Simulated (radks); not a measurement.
These are the eigenvalues of the occupied orbitals of an atom or ion with whole-number occupations (Ry). Method: non-relativistic Kohn-Sham, BLYP, spin-unpolarised, spherical densities, point nucleus; computed with a radial shooting solver on a logarithmic mesh with Libxc functionals.

orbital  eigenvalue
1s         -4.46234

Which element is it, and in what charge state? The configuration may be excited.

Answer. Z = 3, lithium, charge +1: Li+ in [He]. The 1s level, -2.2312 hartree, gives Z - s = 2.1 by -(Z - s)^2/2, which with screening narrows Z to a few neighbours, and the depths must fix Z and the occupations together.
